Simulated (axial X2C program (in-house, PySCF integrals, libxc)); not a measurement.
**Worked dissociation energy of SeO⁻: M06, without spin–orbit coupling**

Calculated with an axial X2C code built on PySCF integrals. Spin-free means the one-electron spin-free X2C Hamiltonian. Basis: Se dyall-acv3z [9s10p7d5f1g], O dyall-av3z [7s6p3d2f] (cores contracted in-house); Gaussian nuclei, density fitting, unrestricted open shells. Masses: Se 79.917 u, O 15.995 u.

Molecular state: M_S = 1/2, Λ = 1 (beyond evenly filled blocks: π+α, π+β, π-α).

| Quantity | Value |
| --- | --- |
| E(Se-) (2M_S = 1, M_L = 1) | -2429.961198 hartree |
| E(O) (2M_S = 2, M_L = 0) | -75.117726 hartree |
| E(SeO⁻) at Re | -2505.224790 hartree |
| ωe | 785.6 cm⁻¹ |
| ωexe | 4.05 cm⁻¹ |

**Question.** Work out De and D0.

**Answer.** De = -2429.961198 + (-75.117726) − (-2505.224790) = 0.14587 hartree = 3.969 eV. The zero-point energy is ωe/2 − ωexe/4 = 392 cm⁻¹ = 0.049 eV, so D0 = 3.921 eV.

One determinant describes the state; a PBE0 search over occupations chose it and may have missed a lower one. Dissociation energies refer to the lowest single-determinant-based atoms at the same level and basis. Without a current term, density functionals place determinants with orbital angular momentum somewhat too high. The highest occupied level of some functionals is positive through self-interaction error; at Hartree–Fock it is bound. Spin-free De lacks the spin–orbit lowering of the heavy p-block atom, a tenth of an eV or more for 4p and 5p, up to an eV for 6p and one to two eV for 7p atoms, less what an open-shell molecule gains itself.

Each atomic determinant is the lowest at this level and need not be a pure term. Totals compare only within one Hamiltonian and basis.
